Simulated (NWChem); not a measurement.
System: C₃H₁₀Si; SMILES C(C)C[SiH3]

```xyz
14

Si     0.0658     1.7801    -0.0007
C     -0.5870     0.0095    -0.0012
C      0.4938    -1.0721     0.0015
C     -0.0672    -2.4871     0.0004
H     -1.0655     2.7595    -0.0037
H      0.9116     2.0322    -1.2105
H      0.9065     2.0337     1.2123
H     -1.2425    -0.1082    -0.8831
H     -1.2465    -0.1076     0.8778
H      1.1511    -0.9386    -0.8759
H      1.1469    -0.9384     0.8820
H     -0.6956    -2.6678     0.8876
H      0.7351    -3.2412     0.0010
H     -0.6937    -2.6671    -0.8882
```
Atoms are numbered in this order, from 1.

All runs: NWChem. Pople sets run with spherical d functions. STO-3G and 3-21G are far too small for this property and stand as cheap habits. Structure relaxed at the PBE0/def2-SVP level. No frequency run checked for a minimum. B3LYP is NWChem's, with the RPA form of VWN correlation. GIAO values for the isolated, static molecule; σ is the absolute isotropic shielding, δ = σ(reference) − σ with the isolated reference molecule computed at the same levels (13C: tetramethylsilane, 1H: tetramethylsilane, 29Si: tetramethylsilane).

```csv
level,δ Si1 (ppm),δ C3 (ppm),δ C4 (ppm),δ H5 (rotor mean) (ppm),δ H8 (ppm),δ H10 (ppm),δ H12 (rotor mean) (ppm)
KT2/pcSseg-1,-68.0,25.5,21.1,(withheld),0.63,1.35,1.09
Hartree-Fock/STO-3G,-55.7,26.0,22.3,1.44,0.01,0.56,0.80
B3LYP/6-31G*,-36.6,21.9,19.4,3.94,0.61,1.54,1.09
PBE/pcSseg-1,-68.5,25.1,21.0,3.92,0.64,1.35,1.08
"LDA (Slater exchange, VWN5)/pcSseg-1",-73.6,24.0,19.8,4.07,0.67,1.36,1.06
```

Q: Complete the blanks.

A: 
- KT2/pcSseg-1, δ H5 (rotor mean) (ppm): 3.87
